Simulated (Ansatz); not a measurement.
Coupled-cluster run, C$_{3}$H$_{5}$Ga (`C#[C][GaH][CH3]`).

```yaml
crystal:
  periodic: [false, false, false]
  atoms:
    - {symbol: C, position_ang: [1.498664, 0.816844, -2.138703]}
    - {symbol: C, position_ang: [0.949987, 0.745177, -1.062752]}
    - {symbol: Ga, position_ang: [0.068774, 0.611242, 0.643682]}
    - {symbol: C, position_ang: [-1.036127, -0.972517, 0.966356]}
    - {symbol: H, position_ang: [1.983669, 0.883075, -3.086121]}
    - {symbol: H, position_ang: [0.292565, 1.783125, 1.655453]}
    - {symbol: H, position_ang: [-0.451410, -1.877158, 0.782102]}
    - {symbol: H, position_ang: [-1.435172, -1.006293, 1.979950]}
    - {symbol: H, position_ang: [-1.870961, -0.983485, 0.260043]}
basis:
  gaussian: {orbitals: def2-SVP}
correlation: {method: ccsd_t}
```

```sh
$ ansatz run in.yaml --threads 4 --pin off --events-out ev --progress --plain
```

The program prints (abridged):

```
Functional definition: HF
1018 factors; integrals over basis functions are off by at most 1.3e-3 eV
mean field evaluation 1: about -55491.2075 eV, gradient 3.1e1 eV
mean field evaluation 2: about -55491.2144 eV, gradient 3.1e1 eV
mean field evaluation 4: about -55493.9432 eV, gradient 3.4e0 eV
mean field evaluation 8: about -55493.9746 eV, gradient 3.3e-4 eV
mean field -55493.97456126 eV, -2039.3659499593 hartree, gradient 3.0e-6 eV, S^2 0.000000; 0 other end points of the search recorded, 0 dependent functions left out
12 core orbitals not correlated: weight in the atoms' cores, before any rotation towards them, 1.000 or more for the frozen orbitals, at most 0.000 for the correlated occupied ones
reference -55493.97456126 eV, -2039.3659499593 hartree; 15, 15 occupied and 72, 72 virtual orbitals, 1018 factors
second order -16.52231106 eV of doubles, -0.00000000 eV of singles
cycle   1  -16.46737716 eV  change    5.5e-2 eV  update   1.1e-1
cycle   2  -17.05608388 eV  change   -5.9e-1 eV  update   3.4e-2
cycle   3  -17.16440140 eV  change   -1.1e-1 eV  update   1.6e-2
cycle   4  -17.17139627 eV  change   -7.0e-3 eV  update   4.8e-3
cycle   5  -17.17413019 eV  change   -2.7e-3 eV  update   1.8e-3
cycle   6  -17.17449150 eV  change   -3.6e-4 eV  update   5.0e-4
cycle   7  -17.17472167 eV  change   -2.3e-4 eV  update   1.7e-4
cycle   8  -17.17480347 eV  change   -8.2e-5 eV  update   5.2e-5
cycle   9  -17.17480480 eV  change   -1.3e-6 eV  update   1.8e-5
perturbative correction -0.65193215 eV, -0.0239580646 hartree
Total energy: -55511.80129821 eV, -2040.0210704587 hartree
```

It took 3.8 s on 4 threads of a server CPU on a shared host, with 0.41 GiB of host memory at the peak.

Correlation energy per correlated electron: -0.594 eV. T1 diagnostic: 0.0121.
